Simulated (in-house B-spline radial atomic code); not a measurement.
RPA and G0W0 for neutral zinc, [Ar] 3d10 4s2, as one setting changes: the highest l of the empty states. Start: Hartree-Fock. A dash marks a level of low quasi-particle weight. Computed with a B-spline radial code for spherical atoms: all electrons, scalar-relativistic (spin-free one-electron X2C), finite nucleus, each spin shell either full or empty, empty states to the listed l with an (l + 1/2)⁻⁴ tail; G0W0 by contour deformation at full frequency.

| highest l of the empty states | RPA summed (Eh) | RPA extrapolated (Eh) | G0W0 level (eV) |
| --- | --- | --- | --- |
| 4 | -1.821 | -2.0553 | 4s -9.255 |
| 5 | -1.9245 | -2.0687 | 4s -9.264 |
| 6 | ? | ? | ? |
| 7 | -2.0022 | -2.0573 | 4s -9.257 |
| 8 | -2.0171 | -2.0525 | 4s -9.256 |
| 9 | -2.026 | -2.05 | 4s -9.256 |
| 10 | ? | ? | ? |
| 11 | -2.0353 | -2.0477 | 4s -9.255 |

(1) What belongs in the row for 10?

(2) What belongs in the row for 6?

Results:

(1) RPA summed (Eh): -2.0316; RPA extrapolated (Eh): -2.0486; G0W0 level (eV): 4s -9.255.

(2) RPA summed (Eh): -1.9752; RPA extrapolated (Eh): -2.0623; G0W0 level (eV): 4s -9.259.
